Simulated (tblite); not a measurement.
Species: C3H10GeOSi.
Z-matrix (Å and degrees, GFN2-xTB geometry), rows numbered from 1:
```
Ge
O   1  1.7415
C   2  1.4164  1  126.61
C   3  1.5415  2  115.38  1    66.57
C   4  1.5410  3   99.67  2   133.37
Si  5  1.9156  4   91.07  3   -14.41
H   1  1.5058  2  111.62  3   -62.86
H   1  1.4886  2  100.46  3   178.01
H   1  1.5062  2  110.54  3    58.35
H   3  1.0963  2  109.68  1   -59.05
H   4  1.0916  3  113.92  2  -104.07
H   4  1.0904  3  108.90  2    17.22
H   5  1.0872  4  113.70  3  -136.65
H   5  1.0890  4  111.60  3   101.78
H   6  1.4596  3  113.99  2   -18.61
H   6  1.4625  3  117.21  2   115.39
```

Level: GFN2-xTB in tblite, geometry and Hessian alike; calculated harmonic values, unscaled, isolated species. Against measured fundamentals such values can be off by several per cent, at times by over 20. Modes of hydrogen on germanium and silicon can be 10 to 20 % off. One conformer, not necessarily the lowest.

Harmonic wavenumbers (cm⁻¹): 51.6, 75.6, 108.9, 133.3, 194.8, 387.2, 415.0, 439.7, 520.1, 547.0, 571.1, 596.7, 619.0, 685.0, 720.4, 748.7, 753.4, 780.4, 794.7, 839.2, 888.4, 963.2, 1025.8, 1065.8, 1086.6, 1163.1, 1202.1, 1215.4, 1265.8, 1303.0, 1467.1, 1484.4, 1909.6, 1964.9, 2087.5, 2263.5, 2294.0, 2863.1, 2961.0, 2986.4, 2998.9, 3015.9.

A = 5387, B = 776.9, C = 707.7 MHz; mass 163.971 u (most abundant isotopes); point group C1, symmetry number 1.

Problem. What is the zero-point energy?

Solution. ½Σν̃ = 24729 cm⁻¹ = 70.70 kcal/mol.

Problem. What is S at 400 K and 1 bar for an ideal gas of classical rigid rotors and harmonic oscillators?

Solution. Translation 42.68, rotation 29.95, vibration 34.22: S = 106.9 cal/(mol K).

Problem. And Cp and H(400 K) − H(0)?

Solution. Cp = 44.50 cal/(mol K), of which vibrations give 36.55 (their classical limit is 42 R = 83.5); H(400 K) − H(0) = 10.39 kcal/mol without the zero-point energy, 7.21 from vibrations.

Problem. What must be added to the electronic energy to get the Gibbs energy at 400 K and 1 bar?

Solution. ZPE + [H(400 K) − H(0)] − T·S = 70.70 + 10.39 − 42.74 = 38.35 kcal/mol.

Problem. Which modes carry the vibrational entropy at 400 K?

Solution. 51.6 cm⁻¹: 5.34; 75.6 cm⁻¹: 4.58; 108.9 cm⁻¹: 3.86; 133.3 cm⁻¹: 3.47; 194.8 cm⁻¹: 2.73; 387.2 cm⁻¹: 1.48 cal/(mol K); the other 36 give 12.76 together.

Problem. How do the functions run with temperature in this model?

Solution. 
| T (K) | S (cal/(mol K)) | Cp (cal/(mol K)) | H − H(0) (kcal/mol) | G − H(0) (kcal/mol) | ln q(vib) |
| --- | --- | --- | --- | --- | --- |
| 100 | 69.0 | 16.6 | 1.23 | -5.67 | 1.52 |
| 200 | 83.1 | 25.5 | 3.31 | -13.30 | 3.70 |
| 300 | 95.3 | 35.7 | 6.37 | -22.23 | 5.89 |
| 500 | 117.6 | 51.6 | 15.21 | -43.57 | 10.41 |
| 800 | 145.3 | 66.0 | 33.06 | -83.16 | 16.99 |
| 1000 | 160.7 | 72.0 | 46.89 | -113.79 | 21.05 |

q(vib) and H(0) count from the zero-point level.

Hindered rotation and anharmonicity are outside this model. Other conformers, if any are populated, would add a mixing term that is left out. The structure is chiral; the term R ln 2 for an equal mix with its mirror image is left out.
